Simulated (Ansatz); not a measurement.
`CO[SiH2][SiH](O)F` + `O[SiH2]F` → `O[SiH](F)O[SiH2]F` + `CO[SiH3]`  (cleavage of the Si–Si bond)

Isolated molecules relaxed with PBE0-D4/def2-TZVP in Ansatz; ΔE leaves out vibrations. CBS: MP2 limit from def2 TZ/QZ plus the TZ coupled-cluster correction, frozen cores. Functionals use def2-TZVPP. B3LYP here is the variant with VWN-RPA as its local correlation; programs differ in this. One conformer a species, not always the lowest.

```csv
level,ΔE (kJ/mol),difference from CCSD(T)/CBS
PBE-D4,-127.5,29.3
B3LYP-D4,-153.4,3.4
ωB97X-V,-151.0,5.8
ωB97M-V,-158.2,-1.4
r2SCAN,-152.3,4.5
HF/def2-TZVPP,-183.3,-26.5
MP2/def2-TZVPP,-163.9,-7.1
HF/def2-QZVPP,-186.3,-29.5
HF/CBS(def2),-186.7,-29.9
MP2/CBS(def2),-162.4,-5.6
CCSD(T)/CBS,-156.8,0
```

Largest T1 diagnostic among the species: 0.012.

From PBE to PBE0 (25 % exact exchange), in def2-TZVPP and without D4, ΔE moves by −11.9 kJ/mol. In def2-TZVPP, CCSD(T) changes the Hartree–Fock value by +25.0 kJ/mol (the triples alone add +3.6 kJ/mol) and MP2 by +19.4 kJ/mol.
